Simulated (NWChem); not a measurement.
All runs are NWChem calculations. System: H2BeS, charge 0, spin multiplicity 1, at a geometry optimised with B3LYP/def2-SVP. The structure started from a generated list of species. Level: TD-PBE0/6-31G* (spherical d).

Part of the output:

```
             Northwest Computational Chemistry Package (NWChem) 7.3.0
             --------------------------------------------------------

                                NWChem Input Module
                                -------------------

 Scaling coordinates for geometry "geometry" by  1.889725989
 (inverse scale =  0.529177249)

                             Geometry "geometry" -> ""
                             -------------------------

 Output coordinates in angstroms (scale by  1.889725989 to convert to a.u.)

  No.       Tag          Charge          X              Y              Z
 ---- ---------------- ---------- -------------- -------------- --------------
    1 Be                   4.0000     0.62902100    -1.27823600     0.00000000
    2 H                    1.0000     1.25221500    -2.44826900     0.00000000
    3 S                   16.0000    -0.29000700     0.40352600     0.00000000
    4 H                    1.0000     0.87180900     1.10478800     0.00000000

 Effective nuclear repulsion energy (a.u.)      29.1507154131

            Nuclear Dipole moment (a.u.)
            ----------------------------
        X                 Y               Z
 ---------------- ---------------- ----------------
    -0.0000075589    -0.0000170075     0.0000000000


 Summary of "ao basis" -> "" (spherical)
 ------------------------------------------------------------------------------
       Tag                 Description            Shells   Functions and Types
 ---------------- ------------------------------  ------  ---------------------
 *                           6-31g*                   on all atoms

                                 NWChem DFT Module
                                 -----------------

 Summary of "ao basis" -> "ao basis" (spherical)
 ------------------------------------------------------------------------------
       Tag                 Description            Shells   Functions and Types
 ---------------- ------------------------------  ------  ---------------------
 Be                          6-31g*                  6       14   3s2p1d
 H                           6-31g*                  2        2   2s
 S                           6-31g*                  8       18   4s3p1d

 Summary of "ao basis" -> "ao basis" (spherical)
 ------------------------------------------------------------------------------
       Tag                 Description            Shells   Functions and Types
[...]
            d_CD2 =  -1.6353 Angstrom
            d_CD3 =   2.7507 Angstrom
     Pearson C.C. =   0.0501

     Occ.    8  a   ---  Virt.   14  a   -0.05509 X
     Occ.    9  a   ---  Virt.   12  a    0.96228 X
     Occ.    9  a   ---  Virt.   14  a   -0.11618 X
     Occ.   10  a   ---  Virt.   12  a   -0.05948 X
     Occ.   10  a   ---  Virt.   14  a    0.19357 X
     Occ.   10  a   ---  Virt.   15  a    0.06730 X
     Occ.   11  a   ---  Virt.   13  a    0.09733 X
  ----------------------------------------------------------------------------
  Root   8 singlet a              0.311235346 a.u.                8.4691 eV
  ----------------------------------------------------------------------------
     Transition Moments    X -0.66105   Y  0.40940   Z -0.00000
     Transition Moments   XX -0.06330  XY  0.59240  XZ -0.00000
     Transition Moments   YY -1.49178  YZ  0.00000  ZZ -0.13434
     Dipole Oscillator Strength                    0.1254469854
     Electric Quadrupole                           0.0000001604
     Magnetic Dipole                               0.0000008311
     Total Oscillator Strength                     0.1254479768

          sigma_e =   1.9236 Angstrom
          sigma_h =   1.6591 Angstrom
         |d_h->e| =   0.6860 Angstrom
            d_exc =   2.6984 Angstrom
            d_CD1 =   0.9505 Angstrom
            d_CD2 =  -1.1054 Angstrom
            d_CD3 =   3.3843 Angstrom
     Pearson C.C. =  -0.0560

     Occ.    8  a   ---  Virt.   14  a   -0.09979 X
     Occ.    8  a   ---  Virt.   15  a    0.07674 X
     Occ.    9  a   ---  Virt.   12  a    0.18119 X
     Occ.    9  a   ---  Virt.   14  a    0.24187 X
     Occ.   10  a   ---  Virt.   14  a   -0.91291 X
     Occ.   10  a   ---  Virt.   15  a    0.22635 X
     Occ.   11  a   ---  Virt.   13  a    0.06496 X
  ----------------------------------------------------------------------------
  Root   9 singlet a              0.315126453 a.u.                8.5750 eV
  ----------------------------------------------------------------------------
     Transition Moments    X  0.00000   Y  0.00000   Z  1.20934
     Transition Moments   XX  0.00000  XY -0.00000  XZ  1.56755
     Transition Moments   YY -0.00000  YZ -2.93583  ZZ -0.00000
     Dipole Oscillator Strength                    0.3072496446
     Electric Quadrupole                           0.0000018458
     Magnetic Dipole                               0.0000028904
     Total Oscillator Strength                     0.3072543808

          sigma_e =   1.8379 Angstrom
          sigma_h =   1.8384 Angstrom
         |d_h->e| =   0.2529 Angstrom
            d_exc =   2.6123 Angstrom
            d_CD1 =   0.2534 Angstrom
            d_CD2 =  -1.5852 Angstrom
            d_CD3 =   2.8652 Angstrom
     Pearson C.C. =  -0.0004

     Occ.    8  a   ---  Virt.   13  a   -0.05640 X
     Occ.    9  a   ---  Virt.   13  a   -0.96458 X
     Occ.   11  a   ---  Virt.   15  a   -0.24530 X
  ----------------------------------------------------------------------------
  Root  10 singlet a              0.346398791 a.u.                9.4260 eV
  ----------------------------------------------------------------------------
     Transition Moments    X  0.04463   Y  0.48831   Z -0.00000
     Transition Moments   XX  0.21106  XY  1.47769  XZ -0.00000
     Transition Moments   YY -3.29348  YZ  0.00000  ZZ  0.44769
     Dipole Oscillator Strength                    0.0555245320
     Electric Quadrupole                           0.0000014548
     Magnetic Dipole                               0.0000000076
     Total Oscillator Strength                     0.0555259944

          sigma_e =   2.0150 Angstrom
          sigma_h =   1.7183 Angstrom
         |d_h->e| =   1.3778 Angstrom
            d_exc =   3.0811 Angstrom
            d_CD1 =   1.6744 Angstrom
            d_CD2 =  -0.4889 Angstrom
            d_CD3 =   4.4589 Angstrom
     Pearson C.C. =  -0.0841

     Occ.    8  a   ---  Virt.   12  a   -0.37884 X
     Occ.    9  a   ---  Virt.   14  a   -0.83960 X
     Occ.    9  a   ---  Virt.   15  a    0.15724 X
     Occ.   10  a   ---  Virt.   14  a   -0.28908 X
     Occ.   10  a   ---  Virt.   15  a   -0.19524 X

              Target root =      1
          Target symmetry = none
      Ground state energy =   -413.966697601259
        Excitation energy =      0.200160765368
     Excited state energy =   -413.766536835891

  stored tddft:energy   -413.76653683589109

 Task  times  cpu:       11.6s     wall:       11.6s

 Total times  cpu:       11.6s     wall:       11.6s
```

Write an NWChem input that would produce this output.

This is not unique; one that fits is 
```
start mol
memory heap 200 mb stack 900 mb global 1100 mb
geometry units angstroms nocenter noautoz noautosym
  Be     0.629021    -1.278236     0.000000
  H      1.252215    -2.448269     0.000000
  S     -0.290007     0.403526     0.000000
  H      0.871809     1.104788     0.000000
end
basis spherical
  * library 6-31g*
end
dft
  xc pbe0
  semidirect memsize 60000000 filesize 0
  iterations 100
end
tddft
  rpa
  nroots 10
  notriplet
end
task tddft energy
```
